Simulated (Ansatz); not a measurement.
Cartesian coordinates (Å):
SMILES: S/C=C\SS
```xyz
9

S     -1.2934    -1.9228    -0.3162
C     -1.2254    -0.3954     0.5021
C     -0.4752     0.6764     0.2295
S      0.5914     0.7782    -1.1526
S      2.3962     1.2556    -0.3040
H     -0.3284    -1.6404    -1.2134
H     -1.9088    -0.3518     1.3446
H     -0.5440     1.5579     0.8564
H      2.7771     0.0177     0.0674
```
Charge 0, multiplicity 1.

Level of theory: Ansatz (a program for electronic structure) with frozen-core CCSD(T)/cc-pVTZ // PBE0-D3(BJ)/def2-TZVP.

The HF energy is -1270.70735 Ha and the MP2 correlation energy comes out as -0.85061 Ha.

Q: Estimate the CCSD correlation energy, the (T) correction, the total energy and the T1 diagnostic.

A: 
| Item | Value |
|---|---|
| CCSD correlation energy | -0.90492 Ha |
| (T) correction | -0.04644 Ha |
| CCSD(T) total energy | -1271.65871 Ha |
| T1 diagnostic | 0.013 |
